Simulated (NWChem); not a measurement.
Molecule: C$_{2}$H$_{6}$O$_{2}$Si; SMILES CC(=O)[SiH2]O

```xyz
11

C      0.6090    -2.1055     0.0000
C     -0.1544    -0.8015     0.0000
O     -1.3815    -0.7735     0.0000
Si     0.6721     0.9555     0.0000
O     -0.6534     1.9488     0.0000
H      1.2626    -2.1554    -0.8813
H      1.2626    -2.1554     0.8813
H     -0.0793    -2.9556     0.0000
H      1.5225     1.1268    -1.2086
H      1.5225     1.1268     1.2086
H     -1.4528     1.3862     0.0000
```
Atoms are numbered in this order, from 1.

Program: NWChem. Pople sets run with spherical d functions. All runs use the structure optimised with B3LYP/6-31G* (spherical d). Level: B3LYP/6-31G* with SMD (1 M gas to 1 M solution), gas-phase geometry. Reactions with the solvent are ignored.

### Question
Estimate the computed values for solvent toluene. Quantities: solvation free energy (kcal/mol); cavity-dispersion-structure term (kcal/mol); dipole in solution (D).

### Answer
```json
{
 "solvation free energy (kcal/mol)": "-3.9",
 "cavity-dispersion-structure term (kcal/mol)": "-1.7",
 "dipole in solution (D)": "3.13"
}
```
